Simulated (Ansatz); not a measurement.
C2H10BNSi, SMILES `CB(N)C[SiH3]`. Total charge 0; spin multiplicity 1.

Cartesian coordinates in Å:
```
C -0.2936 0.4009 1.8508
B 0.4987 -0.1191 0.5917
N 1.2168 -1.3177 0.6659
C 0.4640 0.6772 -0.7678
Si -0.9668 0.1170 -1.8395
H -0.3003 -0.2952 2.6937
H -1.3335 0.6304 1.5961
H 0.1416 1.3430 2.2033
H 1.7414 -1.7001 -0.1022
H 1.2453 -1.8852 1.4953
H 0.3329 1.7507 -0.5980
H 1.3758 0.5425 -1.3604
H -2.2558 0.2092 -1.0994
H -1.0869 0.9461 -3.0712
H -0.7795 -1.2998 -2.2584
```

List the harmonic frequencies (cm⁻¹, unscaled) at PBE0-D4/def2-TZVP in Ansatz. (An estimate is asked.)

Ansatz gave: 48, 114, 123, 136, 305, 356, 453, 515, 544, 581, 598, 741, 758, 796, 874, 885, 911, 934, 949, 954, 1021, 1070, 1233, 1330, 1382, 1421, 1458, 1475, 1641, 2209, 2212, 2213, 3034, 3049, 3097, 3105, 3116, 3617, 3714.

Is this a minimum?

Yes, all 39 modes are real.

Give the ideal-gas thermochemistry at 298.15 K and 1 bar (rigid rotor, harmonic oscillator; point group C1, symmetry number 1).

Zero-point energy 316.8 kJ/mol; H(298) − E = 340.8 kJ/mol; entropy 366.5 J/(mol·K), of which translation 164.6, rotation 113.1, vibration 88.8; G(298) − E = 231.6 kJ/mol. Modes under 100 cm⁻¹ are hindered rotations or soft bends, so the harmonic entropy is rough.
